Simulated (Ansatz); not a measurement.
Two members of one family (B2H6-nXn), computed with Ansatz in the gas phase. The two geometries come from different levels. Binding counts from free atoms in the multiplicity of their measured ground term, without zero-point energy. A dash marks a value that wasn't run or was left out as unsound. The structures are stationary points that may keep the symmetry of their start. Remarks come from the PBE and PBE0 runs and from stability tests at other levels; not every state was tested. HOMO above LUMO (over both spins in singlets and doublets, within one spin in higher multiplets; at PBE or PBE0), or a gap under 0.15 eV within one spin, warns that the state may not be the lowest or that an electron is smeared out.

First: diborane 1,2-di Cl (singlet, charge 0, PBE0-D4/def2-SVP geometry).

```xyz
8

B     0.622    0.135    0.624
Cl    1.317   -1.236    1.503
H     0.980    1.257    0.858
H    -0.711    0.082    0.691
B    -0.622   -0.135   -0.624
Cl   -1.317    1.236   -1.503
H    -0.980   -1.257   -0.858
H     0.711   -0.082   -0.691
```

| level | HOMO (eV) | LUMO (eV) | gap (eV) | vertical IE (eV) | vertical triplet (eV) | binding per atom (eV) |
| --- | --- | --- | --- | --- | --- | --- |
| PBE-D4/def2-TZVP | -7.54 | -2.26 | 5.28 | 10.46 | 5.31 | 3.44 |
| r2SCAN-D4/def2-TZVP | -7.88 | -2.00 | 5.88 | 10.70 | 5.53 | 3.42 |
| B3LYP-D4/6-31G | -8.70 | -1.56 | 7.13 | – | – | 3.21 |
| PBE0-D4/def2-SVP | -8.79 | -1.13 | 7.66 | – | – | 3.44 |
| LC-ωPBE/def2-TZVP | -11.74 | 0.91 | 12.65 | – | – | 3.36 |

Remarks: gap within one spin near zero at PBE or PBE0 (triplet).

Second: diborane tri Cl (singlet, charge 0, r2SCAN-D4/def2-SVP geometry).

```csv
atom,x (Å),y (Å),z (Å)
B1,-0.504,-0.381,-0.601
Cl2,-0.541,-2.139,-0.827
Cl3,-1.501,0.679,-1.601
H4,0.794,0.017,-0.605
B5,0.570,0.318,0.668
Cl6,0.637,2.070,0.925
H7,1.228,-0.442,1.322
H8,-0.682,-0.122,0.719
```

Estimate how these quantities change from the first to the second (second minus first).


```json
{"level": "PBE-D4/def2-TZVP", "Δ HOMO (eV)": "-0.14", "Δ LUMO (eV)": "-0.07", "Δ gap (eV)": "0.07", "Δ vertical IE (eV)": "0.07", "Δ vertical triplet (eV)": "0.03", "Δ binding per atom (eV)": "0.07"}
{"level": "r2SCAN-D4/def2-TZVP", "Δ HOMO (eV)": "-0.16", "Δ LUMO (eV)": "-0.09", "Δ gap (eV)": "0.07", "Δ vertical IE (eV)": "0.10", "Δ vertical triplet (eV)": "0.02", "Δ binding per atom (eV)": "0.05"}
{"level": "B3LYP-D4/6-31G", "Δ HOMO (eV)": "-0.21", "Δ LUMO (eV)": "-0.20", "Δ gap (eV)": "0.01", "Δ vertical IE (eV)": "–", "Δ vertical triplet (eV)": "–", "Δ binding per atom (eV)": "-0.04"}
{"level": "PBE0-D4/def2-SVP", "Δ HOMO (eV)": "-0.15", "Δ LUMO (eV)": "-0.06", "Δ gap (eV)": "0.09", "Δ vertical IE (eV)": "–", "Δ vertical triplet (eV)": "–", "Δ binding per atom (eV)": "0.06"}
{"level": "LC-ωPBE/def2-TZVP", "Δ HOMO (eV)": "-0.06", "Δ LUMO (eV)": "-0.14", "Δ gap (eV)": "-0.08", "Δ vertical IE (eV)": "–", "Δ vertical triplet (eV)": "–", "Δ binding per atom (eV)": "0.03"}
```

Remarks: gap within one spin near zero at PBE or PBE0 (+1 doublet).
